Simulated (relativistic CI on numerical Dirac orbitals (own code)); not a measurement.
Hyperfine structure of Ru40+, mass number 99

Computed by Dirac-Coulomb-Breit CI, orbitals from a KLI potential per configuration, model QED (radiative potential, 1s self-energy scaled to tabulated hydrogen-like ionisation energies), unscaled Slater integrals (own radial code, finite nucleus).

CI space (outside the closed core 1s2): 2s2, 2s.2p, 2p2, 2p.3s, 2p.3p, 2s.3s, 2s.3p, 2s.3d, 2s.4s, 2s.4p, 2s.4d, 2s.4f, 3s2, 3s.3p, 3p2. Levels of other configurations are missing.

Nuclear spin I = 5/2, μ = -0.641 μN, Q = 0.079 b (tables of Stone and Pyykkö). The electronic factors are computed for point nuclear moments, without core polarisation or the Bohr-Weisskopf and QED corrections.

```
      Level   E (eV)  A (GHz)  B (GHz)
2s.2p 3P°_1    96.27   -498.1    -6.25
2s.2p 3P°_2   229.88   -230.4     24.7
2s.2p 1P°_1   283.78    120.1     18.6
   2p2 3P_1   359.33    10.45     12.3
   2p2 1D_2   372.47   -92.63     18.5
   2p2 3P_2   517.39   -43.86     5.97
 2s.3s 3S_1  3460.60   -512.5  -0.0167
2s.3p 3P°_1  3500.80     -435  -0.0359
```

Levels with J = 0, under 50 % of one LS term, or S terms without an open s electron are left out. Small factors come from cancelling terms and can be off by tens of per cent or more.

At this charge energies of transitions that change n are usually good to better than 1 %, and those within a shell (Δn = 0) to a few per cent.

Q: Give the hyperfine levels of 2s.2p 3P°_1 relative to its centre of gravity.

A: With K = F(F + 1) − I(I + 1) − J(J + 1), E = AK/2 + B[¾K(K + 1) − I(I + 1)J(J + 1)]/[2I(2I − 1)J(2J − 1)]: F = 3/2: 1739, F = 5/2: 503.1, F = 7/2: -1247 GHz.

LS names give the leading component of a level, which can be under half, so a name can repeat, a term be missing and a line seem to break the LS rules.
